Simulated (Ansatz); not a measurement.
Start from `CN[SiH]([SiH3])Cl` and change one atom or group to get `[NH2][AlH][SiH]([SiH3])Cl`.

Ansatz, PBE0-D4/def2-TZVP geometries, multiplicity 1. Each molecule was computed in one conformer, which needn't be the lowest.

```json
{"property": "HOMO energy (PBE/def2-TZVPP) / eV", "`CN[SiH]([SiH3])Cl`": "-5.95"}
{"property": "size of the dipole moment (ωB97M-V/def2-TZVPP) / D", "`CN[SiH]([SiH3])Cl`": "2.19"}
{"property": "HOMO–LUMO gap (PBE/def2-TZVPP) / eV", "`CN[SiH]([SiH3])Cl`": "4.96"}
{"property": "HOMO energy (PBE0/def2-TZVPP) / eV", "`CN[SiH]([SiH3])Cl`": "-7.28"}
{"property": "HOMO energy (B3LYP/def2-TZVPP) / eV", "`CN[SiH]([SiH3])Cl`": "-7.05"}
{"property": "HOMO–LUMO gap (PBE0/def2-TZVPP) / eV", "`CN[SiH]([SiH3])Cl`": "7.13"}
```

What does the change do to each property? (Estimate.)

Ansatz gave: 
```csv
property,`[NH2][AlH][SiH]([SiH3])Cl`,shift
HOMO energy (PBE/def2-TZVPP) / eV,-6.17,-0.22
size of the dipole moment (ωB97M-V/def2-TZVPP) / D,2.39,0.20
HOMO–LUMO gap (PBE/def2-TZVPP) / eV,3.82,-1.14
HOMO energy (PBE0/def2-TZVPP) / eV,-7.24,0.04
HOMO energy (B3LYP/def2-TZVPP) / eV,-7.05,0.00
HOMO–LUMO gap (PBE0/def2-TZVPP) / eV,5.65,-1.48
```

Dipoles are sizes alone; their direction can turn.

B3LYP here is the variant with VWN-RPA as its local correlation; programs differ in this.
